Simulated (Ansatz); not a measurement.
System: dichloroborane, sum formula BHCl₂, charge 0, multiplicity 1. 
Structure (B3LYP-D3(BJ)/def2-TZVP (Ansatz, an electronic-structure program) minimum search):
```xyz
4

B     -0.0163     0.7006    -0.0221
Cl     1.5184    -0.1227     0.0154
Cl    -1.5111    -0.1940    -0.0054
H     -0.0438     1.8813    -0.0594
```
Charge 0, spin multiplicity 1.

Atomisation energy built up term by term with Ansatz (kcal/mol; UHF references for open shells; valence terms freeze the core; atomic spin-orbit terms are left out). CBS(X,Y): correlation extrapolated as X^-3; Hartree-Fock from the larger set.

```json
[
 {"term": "Hartree-Fock", "basis": "aug-cc-pV(Q+d)Z", "kcal/mol": "244.49"},
 {"term": "CCSD correlation", "basis": "CBS(aug-cc-pV(T+d)Z,aug-cc-pV(Q+d)Z)", "kcal/mol": "62.07"},
 {"term": "(T)", "basis": "CBS(aug-cc-pV(T+d)Z,aug-cc-pV(Q+d)Z)", "kcal/mol": "6.75"},
 {"term": "core correlation", "basis": "cc-pwCVTZ", "kcal/mol": "1.53"},
 {"term": "scalar relativity (X2C)", "basis": "cc-pVTZ-DK against cc-pVTZ", "kcal/mol": "-0.50"},
 {"term": "sum: De", "basis": "", "kcal/mol": "314.3"}
]
```

(T) makes 2.2 % of the CCSD(T) atomisation energy; under 5 % is typical of single-reference molecules.
